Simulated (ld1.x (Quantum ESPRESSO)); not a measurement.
Which change was made? (Re, PAW)

rhenium (Re), PAW, made with ld1.x (Quantum ESPRESSO) 7.5 (BP86, scalar-relativistic). Core [Kr] 4d10 4f14, reference 5s2 5p6 5d5 6s2 6p0. Waves: 5s (bound): rcut 1.55, rcutus 1.95 bohr; 6s (bound): rcut 1.55, rcutus 1.95 bohr; 5p (bound): rcut 1.80, rcutus 2.15 bohr; 6p (bound, empty): rcut 1.80, rcutus 2.15 bohr; 5d (bound): rcut 1.85, rcutus 2.35 bohr; 5d channel at 0.15 Ry: rcut 1.85, rcutus 2.35 bohr; 5f channel at 0.4 Ry: rcut 1.45, rcutus 1.65 bohr; 5f channel at 0.75 Ry: rcut 1.45, rcutus 1.65 bohr. Local part: all-electron potential smoothed inside 1.25 bohr (lloc = -1). Core correction: a·sin(br)/r model core inside 1.10 bohr. Augmentation charge: BESSEL, radius 1.40 bohr.

Cutoffs, loose and tight: the cutoffs (Ry, on a coarse ladder) from which the occupation-weighted sum of valence levels, in a spherical-Bessel basis at the reference potential, stays within 10 and 1 mRy of its value at 400 Ry. They do not see the model core or the augmentation charge, which bear on the density cutoff. Test errors are all-electron minus pseudo excitation energies from the reference, over the configurations 5s2 5p6 5d5 6s1 6p0; 5s2 5p6 5d5 6s0 6p0; 5s2 5p6 5d4 6s0 6p0; 5s2 5p6 5d4 6s2 6p1; 5s2 5p6 5d5 6s1.5 6p0; 5s2 5p6 5d5 6s0 6p2; 5s2 5p6 5d5.5 6s1.5 6p0; variants that change the core or the reference have their own tests. The largest error is taken over the tests solved by every variant that gives reliable tests at all, those not shown here included: 5s2 5p6 5d4 6s0 6p0; 5s2 5p6 5d5 6s0 6p0; 5s2 5p6 5d5 6s1 6p0.

The base gives: outcome: generated, overlap not positive; bound ghosts: f, d (p not tested, overlap not positive); largest test error (meV): -34.

On the changes marked as counting shells twice: ld1.x takes every shell without a wave as core, so the model core holds the marked electrons as well and exchange and correlation see them twice. This cancels in the reference configuration, but the file is broken for other ones, and its errors say nothing about a proper core correction.

(1) After one change the result is: outcome: generated, misses its reference levels by 0.18 eV; cutoff, loose: 35 Ry; cutoff, tight: 55 Ry; bound ghosts: f; largest test error (meV): -292. Which change was it?
A. local potential all-electron potential smoothed inside 2.02 bohr (lloc = -1)
B. type TM; waves now 5s (bound): rc 1.95 bohr; 5p (bound): rc 2.15 bohr; 5f channel at 0.4 Ry: rc 1.65 bohr; 5d (bound): rc 2.35 bohr; local potential the d channel (6s counted twice)
C. waves 5d (bound): rcut 1.44, rcutus 1.52 bohr; 5d channel at 0.15 Ry: rcut 1.44, rcutus 1.52 bohr
D. augmentation BESSEL, radius 1.25 bohr

Answers

(1) B. The others give: waves 5d (bound): rcut 1.44, rcutus 1.52 bohr; 5d channel at 0.15 Ry: rcut 1.44, rcutus 1.52 bohr → outcome: generated, overlap not positive; bound ghosts: f (p not tested, overlap not positive); largest test error (meV): -6.8 | local potential all-electron potential smoothed inside 2.02 bohr (lloc = -1) → outcome: generated, overlap not positive; bound ghosts: f (s, p not tested, overlap not positive); largest test error (meV): +7.7 | augmentation BESSEL, radius 1.25 bohr → outcome: generated, overlap not positive; bound ghosts: f, d (p not tested, overlap not positive); largest test error (meV): -21. A file whose overlap is not positive is unfit for use, and its test errors describe a broken file.
